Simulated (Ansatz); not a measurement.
A nudged elastic band was laid between two geometries of ClF2H3HfO2 (9 atoms, charge 0, multiplicity 1).

These are results of Ansatz, RKS PBE0/def2-SVP, not measurements.

| Item | Value |
| --- | --- |
| movable images | 5 |
| climbing image | yes |
| spring | 5.0 eV/Å² |
| optimiser | quadratic models (default) |
| start path | through a guess of the saddle point |
| force threshold | 0.05 eV/Å |
| iteration limit | 60 |
| end points | relaxed |

Image 0:

```xyz
9
Properties=species:S:1:pos:R:3
Hf 0.363 -0.510 0.044
O -0.456 -0.537 2.252
H -0.667 0.348 2.577
F 1.331 -0.136 -1.560
F -0.144 1.312 0.450
O -1.082 -1.601 -0.551
H -1.730 -2.113 -1.032
Cl 2.107 -1.699 1.215
H 0.130 -0.961 2.894
```

Image 6:

```xyz
9
Properties=species:S:1:pos:R:3
Hf 0.494 -0.352 0.088
O -0.426 -0.402 2.243
H -1.229 -0.939 2.174
F 1.098 -0.566 -1.712
F 0.318 1.551 0.179
O -1.187 -1.343 -0.079
H -1.658 -1.712 -0.830
Cl 2.322 -1.355 1.280
H 0.119 -0.778 2.948
```

Q: What changes between the two ends?

A: No bond is made or broken.

Q: What energy profile does the band end with?

A: The forces met the threshold. The highest image is number 3 of 0 to 6, 0.043 eV above the first end and 0.023 eV above the last; the last end lies 0.020 eV above the first. A vibrational analysis at the climbing image gives one clearly imaginary mode, 58i cm⁻¹: a first-order saddle point.

```csv
image,path coordinate (Å),energy (eV)
0,0.00,0.000
1,0.36,0.015
2,0.72,0.039
3,1.08,0.043
4,1.45,0.039
5,1.82,0.028
6,2.19,0.020
```

Q: What is the geometry of the highest image?

A: 
```xyz
9
Properties=species:S:1:pos:R:3
Hf 0.458 -0.416 0.058
O -0.304 -0.368 2.276
H -1.213 -0.198 2.552
F 1.291 -0.377 -1.661
F 0.057 1.456 0.225
O -1.118 -1.463 -0.313
H -1.609 -1.942 -0.982
Cl 2.204 -1.571 1.259
H 0.085 -1.017 2.876
```

The run took 6.9 min on 4 threads of Intel(R) Xeon(R) Platinum 8259CL CPU @ 2.50GHz (Skylake/Cascade Lake) (shared host), peak memory 0.36 GiB.
